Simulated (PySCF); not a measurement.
Electron correlation in S⁺ (sulfur, charge +1)

[Ne] 3s2 3p3, high-spin 4S determinant. All numbers are calculated (PySCF 2.14, the non-relativistic Hamiltonian (point nucleus), in def2-SVP (4s3p1d, 18 functions)). Frozen: [Ne]; 5 electrons correlated.

MP2 pair energies summed by pair of shells (mhartree):

```json
{"pair": "3s-3p", "energy": "-44.04", "share (%)": "64.5"}
{"pair": "3p-3p", "energy": "-16.25", "share (%)": "23.8"}
{"pair": "3s-3s", "energy": "-8.03", "share (%)": "11.8"}
```

Total MP2 correlation energy: -68.32 mhartree.

Same-spin part -18.34 and opposite-spin part -49.98 mhartree; SCS-MP2 scales them by 1/3 and 6/5 to -66.09 mhartree.

```json
{"level": "CCSD", "correlation energy (mhartree)": "-86.68"}
{"level": "(T)", "correlation energy (mhartree)": "-0.95"}
{"level": "CCSD(T)", "correlation energy (mhartree)": "-87.63"}
```

Diagnostics: T1 = 0.0031, D1 = 0.0064, largest double amplitude 0.062.

Task: Is a single reference adequate?

Result: Yes: T1 lies below 0.03 and no double amplitude reaches 0.07.
